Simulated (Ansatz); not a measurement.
Born–Oppenheimer molecular dynamics of BClFH₃O (7 atoms, charge 0, multiplicity 1). It starts at the highest image of a converged band, a first-order saddle point between two minima.

The calculation used RKS PBE0-D4/def2-SVP (Ansatz 0.2.0).

```json
{
 "ensemble": "NVE (velocity Verlet)",
 "time step": "0.5 fs",
 "steps asked": "200",
 "starting velocities drawn for": "100 K",
 "seed": "8385"
}
```

First frame:

```xyz
7
Properties=species:S:1:pos:R:3
B 0.108 0.327 0.033
F -0.121 -0.320 1.544
Cl 1.603 -0.346 -0.679
H -0.929 0.195 -0.555
O 0.307 1.623 0.723
H 1.233 1.898 0.668
H 0.096 0.751 1.661
```

(1) How far do the bonds stretch over the last three quarters of this one trajectory? (Pairs bonded in most of those frames.)

## Answers

(1) 
| bond | mean (Å) | spread (Å) | shortest | longest |
| --- | --- | --- | --- | --- |
| B1–Cl3 | 1.774 | 0.014 | 1.74 | 1.80 |
| B1–H4 | 1.203 | 0.028 | 1.16 | 1.24 |
| B1–O5 | 1.365 | 0.036 | 1.32 | 1.47 |
| F2–H7 | 0.935 | 0.022 | 0.92 | 1.02 |
| O5–H6 | 0.966 | 0.006 | 0.96 | 0.97 |

Mean temperature of the second half: 665 K. The conserved energy stayed within 0.061 meV per atom of its start (net change 0.034 meV per atom), so the integration is sound. The kinetic energy rose, since the run started high on the potential surface and went downhill. It ends in pieces (BClH2O + FH), so much of that is their flight and rotation, not heat. A run of 0.1 ps of so small a system gives no equilibrium averages. The orbitals stay closed-shell, which can raise the energy where a bond breaks towards radicals; this wasn't checked here.

Run time: 8 min on 1 thread of Arm Neoverse V1, on a shared host, peak memory 0.15 GiB.
